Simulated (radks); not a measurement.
Initial-state core-level shifts of the praseodymium ion Pr2+ when its valence configuration changes from [Xe] 4f3. All-electron calculation, scalar-relativistic Kohn-Sham, PBE, spin-polarised, spherical densities, point nucleus; open shells are filled with parallel spins first (spin-orbit coupling, left out, can overturn this in heavy ions). Program: a radial shooting solver on a logarithmic mesh with Libxc functionals. Shifts are changes of the shell-averaged eigenvalues in eV (positive: less bound).

valence               1s       3s       4d       5p
4f2 6s1           -9.046  -10.704   -9.587   -5.064
4f2 6p1          -10.110  -11.765  -10.647   -6.066
4f2.5 5d0.5       -3.079   -3.832   -3.341   -1.354
4f1 6s2          -19.786  -23.540  -20.703  -10.544
4f2 5d1           -6.456   -8.065   -6.960   -2.749
4f1 5d2          -13.938  -17.546  -14.832   -5.570
6s2 6p1          -32.743  -38.985  -33.783  -17.048
6s1 6p2          -33.552  -39.813  -34.601  -17.774
4f1 5d1.5 6s0.5  -15.339  -18.985  -16.247   -6.793
